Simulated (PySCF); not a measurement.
A structure optimised at PBE-D3(BJ)/def2-SVP, used in a PySCF frequency run:

```xyz
12

O      0.3073     1.8307     0.3497
C      1.2170     1.3370     0.9999
O      1.6288     0.0775     0.9314
Si     0.8979    -1.0399    -0.2303
Si    -1.4526    -0.8047    -0.3104
O     -1.8252     0.6529    -1.0456
H      1.8129     1.9186     1.7471
H      1.4186    -2.3575     0.2639
H      1.5411    -0.7182    -1.5521
H     -1.9810    -0.9553     1.0964
H     -2.0154    -1.9140    -1.1523
H     -1.2007     1.3392    -0.7165
```
Charge 0, spin multiplicity 1.

Problem. Write its SMILES and formula.

Solution. O=CO[SiH2][SiH2]O, CH6O3Si2

Problem. What are its rotational constants (standard atomic weights)?

Solution. 3.1369, 1.8188, 1.2658 GHz
